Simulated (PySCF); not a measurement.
H3Si, charge -1. Atoms are numbered in the order given.

```xyz
4

Si     0.0000     0.0000    -0.1460
H      1.1303    -0.6526     0.6812
H      0.0000     1.3052     0.6812
H     -1.1303    -0.6526     0.6812
```
Charge -1, spin multiplicity 1.

Geometry: PBE0-D3(BJ)/def2-TZVPD.

These are KT2/pcSseg-2 (PySCF) values and carry that method's errors.

GIAO shieldings, no solvent; atoms alike by connectivity are averaged. δ = σ(ref) − σ: ²⁹Si against TMS (σ = 351.7 ppm); ¹H against TMS (σ = 31.47 ppm), references at their B3LYP-D3(BJ)/def2-TZVP geometries, non-relativistic.

```json
[
 {"nucleus": "²⁹Si", "atoms": "Si1", "count": "1", "δ (ppm)": "-221.6"},
 {"nucleus": "¹H", "atoms": "H2, H3, H4", "count": "3", "δ (ppm)": "1.42"}
]
```
